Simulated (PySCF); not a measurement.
Species: C₅H₃NO.
Numbering: `[N:1]#[C:2][c:3]1[cH:4][cH:5][o:6][cH:7]1`

NICS = −σ at a ghost point: NICS(0) at the centroid of the ring atoms, NICS(1) 1 Å to either side along the normal of their mean plane, zz for the tensor component along that normal. Level: GIAO B97-2/pcSseg-2 (PySCF, non-relativistic, gas phase) on the PBE0-D3(BJ)/def2-TZVP geometry, one conformer.

Ring bond lengths (Å): C3–C4 1.434, C4–C5 1.349, C5–O6 1.356, O6–C7 1.339, C7–C3 1.362.

Problem. Give the NICS values of each ring in ppm.

Solution. 
```
          ring                                               type  NICS(0)  NICS(1), two faces  NICS(1)zz, two faces  rms pucker (Å)  centre to ring atoms, mean (Å)
C3–C4–C5–O6–C7  5-membered ring with O; formal bonds all aromatic    -12.6         -9.3 / -9.3         -26.5 / -26.5            0.00                            1.16
```

Problem. What do they say, and how far can they be read as aromaticity?

Solution. 
- C3–C4–C5–O6–C7: mean NICS(1)zz -26.5 ppm, shielded. For a flat ring without four-coordinate atoms the NICS criterion counts such a value as aromatic.

Problem. What does the geometric index give? HOMA takes Krygowski's 1993 parameters.

Solution. 
- C3–C4–C5–O6–C7: HOMA 0.35; the largest term is that of C5–O6, α(R − Ropt)² = 1.30.

Problem. At the first NICS(1) probe listed for ring C3–C4–C5–O6–C7, 1 Å off the ring, how large is the induced field along the normal in 14.1 T applied along it?

Solution. NICSzz × B0 = -26.5 ppm × 14.1 T = -374 μT, against the applied field.

Problem. How shielded are the nuclei of the rings and their hydrogens (means over atoms taken as equivalent)?

Solution. 
```json
{"atoms": "C3", "environment": "substituted aromatic carbon", "σ isotropic (ppm)": "79.2"}
{"atoms": "C4", "environment": "aromatic CH carbon", "σ isotropic (ppm)": "65.7"}
{"atoms": "C5", "environment": "aromatic CH next to a ring oxygen", "σ isotropic (ppm)": "35.8"}
{"atoms": "O6", "environment": "furan-type oxygen", "σ isotropic (ppm)": "23.0"}
{"atoms": "C7", "environment": "aromatic CH next to a ring oxygen", "σ isotropic (ppm)": "28.5"}
{"atoms": "H on C4", "environment": "aromatic hydrogen", "σ isotropic (ppm)": "24.81"}
{"atoms": "H on C5", "environment": "aromatic hydrogen", "σ isotropic (ppm)": "24.10"}
{"atoms": "H on C7", "environment": "aromatic hydrogen", "σ isotropic (ppm)": "23.68"}
```

Problem. How do the values depend on the level or the medium?

Solution. 
```csv
level,"NICS(0), C3–C4–C5–O6–C7","mean NICS(1)zz, C3–C4–C5–O6–C7"
"B97-2/pcSseg-2, gas",-12.6,-26.5
"KT3/pcSseg-2, gas",-12.8,-26.2
"PBE0/pcSseg-2, gas",-12.5,-26.7
"wB97X-D/pcSseg-2, gas",-12.2,-26.5
"WP04/pcSseg-2, IEF-PCM chloroform",-12.4,-24.9
"wB97X-D/pcSseg-2, IEF-PCM chloroform",-12.1,-26.4
```

The geometry is the same throughout; the continuum's cavity takes Bondi-type radii × 1.2.
